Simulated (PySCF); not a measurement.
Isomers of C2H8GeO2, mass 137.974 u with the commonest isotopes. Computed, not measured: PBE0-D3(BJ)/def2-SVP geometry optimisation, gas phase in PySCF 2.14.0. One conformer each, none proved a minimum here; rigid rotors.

Problem. Order these by rotational constant C, largest first.
A. Ge(OH)2Me2 (`[CH3][Ge]([CH3])([OH])[OH]`)
B. `[CH3:1][O:2][GeH2:3][O:4][CH3:5]` with C1–O2–Ge3–O4 57°, O2–Ge3–O4–C5 -153°
C. `[CH3:1][O:2][CH2:3][O:4][GeH3:5]` with C1–O2–C3–O4 170°, O2–C3–O4–Ge5 -41°

Solution. A (3007 MHz), B (1709 MHz), C (1366 MHz).

Problem. Order these by out-of-plane moment Σ m c² = (Ia + Ib − Ic)/2, smallest first.
A. `[CH3:1][O:2][CH2:3][O:4][GeH3:5]` with C1–O2–C3–O4 170°, O2–C3–O4–Ge5 -41°
B. `[CH3:1][O:2][GeH2:3][O:4][CH3:5]` with C1–O2–Ge3–O4 57°, O2–Ge3–O4–C5 -153°
C. Ge(OH)2Me2 (`[CH3][Ge]([CH3])([OH])[OH]`)

Solution. A (9.18 u·Å²), B (12.43 u·Å²), C (73.26 u·Å²).

Problem. Order these by rotational constant B, largest first.
A. `[CH3][Ge]([CH3])([OH])[OH]` (Ge(OH)2Me2)
B. `[CH3:1][O:2][GeH2:3][O:4][CH3:5]` with C1–O2–Ge3–O4 57°, O2–Ge3–O4–C5 -153°
C. `[CH3:1][O:2][CH2:3][O:4][GeH3:5]` with C1–O2–C3–O4 170°, O2–C3–O4–Ge5 -41°

Solution. A (3068 MHz), B (2182 MHz), C (1553 MHz).

```json
{"SMILES": "[CH3][Ge]([CH3])([OH])[OH]", "point group": "C2", "Ia (u·Å²)": "149.82", "Ib (u·Å²)": "164.75", "Ic (u·Å²)": "168.05", "κ": "-0.67", "μa (D)": "0.01", "μb (D)": "0.52", "μc (D)": "0.01"}
{"SMILES": "C[O][GeH2][O]C", "point group": "C1", "Ia (u·Å²)": "89.03", "Ib (u·Å²)": "231.59", "Ic (u·Å²)": "295.76", "κ": "-0.76", "μa (D)": "1.09", "μb (D)": "0.08", "μc (D)": "1.56"}
{"SMILES": "COC[O][GeH3]", "point group": "C1", "Ia (u·Å²)": "63.10", "Ib (u·Å²)": "325.36", "Ic (u·Å²)": "370.09", "κ": "-0.94", "μa (D)": "1.29", "μb (D)": "0.93", "μc (D)": "0.99"}
```
